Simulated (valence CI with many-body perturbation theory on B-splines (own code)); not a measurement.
The numbers below are computed, except where a source is named.
## Hyperfine factors and g values of Ta22+

Level of theory: relativistic CI+MBPT: five valence electrons over a frozen Dirac-Fock core [Kr] 4d10, radial functions for each j: 7 s, 7 p, 7 d, 7 f, 4 g, 2 h, with the one-electron correlation potential Σ1 (screened to all orders), the two-electron term Σ2, the three-electron term Σ3, Breit, model QED; selected single and double excitations, second order for the rest (own B-spline code, finite nucleus).

No measured spectrum was set against this ion. As an estimate, terms of the open shell hold to a few per cent of their energy, and close levels can change places. Core correlation moves these levels by up to 3400 cm⁻¹, and in measured spectra 5 to 20 % of such shifts remained as error; rates that hang on mixing are uncertain with them. Among the levels kept, up to 900 cm⁻¹ of a level comes from second order outside the variational space, and about a tenth of that is noise between levels of different J, which matters for small intervals. Only levels of the ground parity were solved; by the run's estimate the other parity begins above the list, which can be wrong where configurations are misplaced.

A/g_I is the dipole constant over the nuclear g factor μ/I (μ in nuclear magnetons, uniformly magnetised nucleus), B/Q the quadrupole constant per barn. Both hold the static response of the core; the bare values leave it out. Large factors of s and p1/2 electrons are usually good to 5 to 10 %; those of open d and f shells near neutrality can be off by tens of per cent, and small factors of p3/2, d and f electrons come from cancelling terms and can be off by a factor of two or in sign, in half-filled shells by more. B is blank for J = 1/2, where it vanishes, and for nearly pure S terms. Energies count from the lowest level.

Names give the largest LS component (configuration and term), which can be under half, so a name can repeat, a term be missing and a line seem to break the LS rules; names also repeat where a configuration has a term twice. Letters in brackets count levels of one name in rising energy.

| Level | E (cm⁻¹) | g | A/g_I (MHz) | A/g_I bare | B/Q (MHz/b) | B/Q bare |
| --- | --- | --- | --- | --- | --- | --- |
| 4f⁵ ⁶H°_5/2 | 0.0 | 0.375 | 4760 | 3860 | -3090 | -2690 |
| 4f⁵ ⁶H°_7/2 | 8403 | 0.850 | 2880 | 2710 | -2630 | -2300 |
| 4f⁵ ⁶H°_9/2 | 16291 | 1.067 | 2070 | 2250 | -2590 | -2280 |
| 4f⁵ ⁶F°_3/2 | 21473 | 0.994 | 2890 | 3050 | -476 | -405 |
| 4f⁵ ⁶F°_5/2 [a] | 21824 | 1.187 | 1950 | 2380 | -909 | -793 |
| 4f⁵ ⁶F°_1/2 | 21933 | -0.567 | 10000 | 7890 |  |  |
| 4f⁵ ⁶H°_11/2 | 23331 | 1.182 | 1690 | 2060 | -2830 | -2510 |
| 4f⁵ ⁶F°_7/2 | 29036 | 1.341 | 1040 | 1650 | 42.3 | 12.6 |
| 4f⁵ ⁶H°_13/2 | 29473 | 1.245 | 1530 | 2010 | -3270 | -2910 |
| 4f⁵ ⁶H°_15/2 | 34130 | 1.260 | 1560 | 2080 | -3490 | -3130 |
| 4f⁵ ⁶F°_9/2 | 36696 | 1.396 | 785 | 1480 | 939 | 781 |
| 4f⁵ ⁶F°_5/2 [b] | 43347 | 0.895 | 3040 | 3000 | -2380 | -2090 |
| 4f⁵ ⁶F°_11/2 | 44093 | 1.418 | 741 | 1470 | 1930 | 1640 |
| 4f⁵ ⁴M°_15/2 | 47588 | 0.938 | 2680 | 2670 | 1460 | 1230 |
| 4f⁵ ⁴F°_3/2 | 49729 | 0.522 | 4380 | 3740 | -183 | -166 |
| 4f⁵ ⁴I°_9/2 | 53969 | 0.791 | 3160 | 2910 | -1690 | -1470 |
| 4f⁵ ⁴L°_13/2 [a] | 54149 | 0.933 | 2710 | 2700 | -197 | -197 |
| 4f⁵ ⁴K°_11/2 | 54627 | 0.887 | 2840 | 2750 | -969 | -850 |
| 4f⁵ ⁴G°_7/2 [a] | 56199 | 1.055 | 2290 | 2480 | -2230 | -1970 |
| 4f⁵ ⁴P°_5/2 | 58152 | 1.398 | 1040 | 1790 | -2170 | -1900 |
| 4f⁵ ⁴M°_17/2 | 59852 | 1.002 | 2420 | 2520 | 2700 | 2320 |
| 4f⁵ ²P°_1/2 | 65045 | 0.404 | 6980 | 6510 |  |  |
| 4f⁵ ⁴K°_15/2 [a] | 66232 | 1.022 | 2320 | 2450 | -343 | -317 |
| 4f⁵ ⁴G°_9/2 | 66799 | 1.112 | 2050 | 2330 | -1370 | -1220 |
| 4f⁵ ⁶P°_3/2 | 66849 | 1.977 | -2280 | -801 | 563 | 474 |
| 4f⁵ ⁴M°_19/2 | 68033 | 1.066 | 2200 | 2400 | 3130 | 2690 |
| 4f⁵ ⁴F°_5/2 | 68396 | 0.930 | 2870 | 2870 | 322 | 268 |
| 4f⁵ ⁴L°_15/2 | 71245 | 1.049 | 2220 | 2390 | 76.6 | 45.6 |
| 4f⁵ ⁴L°_13/2 [b] | 71352 | 0.942 | 2590 | 2580 | -1210 | -1040 |
| 4f⁵ ⁴M°_21/2 | 72568 | 1.105 | 2110 | 2380 | 3510 | 3010 |
| 4f⁵ ⁴H°_11/2 | 72682 | 1.127 | 2000 | 2300 | 286 | 231 |
| 4f⁵ ⁴H°_7/2 | 73923 | 0.804 | 2990 | 2750 | 309 | 282 |
| 4f⁵ ⁴I°_11/2 | 74295 | 0.917 | 2580 | 2510 | -1350 | -1150 |
| 4f⁵ ²G°_9/2 | 74873 | 1.085 | 2070 | 2290 | 1630 | 1410 |
| 4f⁵ ⁴L°_17/2 | 75968 | 1.041 | 2350 | 2520 | -136 | -126 |
| 4f⁵ ⁴D°_7/2 | 76153 | 1.428 | 479 | 1190 | 969 | 822 |
| 4f⁵ ⁴I°_13/2 | 76192 | 1.011 | 2380 | 2490 | -1190 | -1030 |
| 4f⁵ ⁶P°_5/2 | 79179 | 1.474 | 611 | 1450 | -1890 | -1640 |
| 4f⁵ ⁴H°_13/2 | 80862 | 1.150 | 1950 | 2300 | -96.0 | -109 |
| 4f⁵ ⁴D°_3/2 | 81113 | 1.366 | 831 | 1470 | -99.4 | -74.2 |

(1) Take the isotope of mass number 181, with I = 7/2, μ = 2.365 μN and Q = 3.17 b. What is the hyperfine structure of 4f⁵ ⁶H°_9/2?

Answers

(1) From the table A = 1400 MHz, B = -8220 MHz. Shifts from the centre of gravity in MHz: F = 1: -30700, F = 2: -26700, F = 3: -21000, F = 4: -13900, F = 5: -5640, F = 6: 3150, F = 7: 11900, F = 8: 20000.
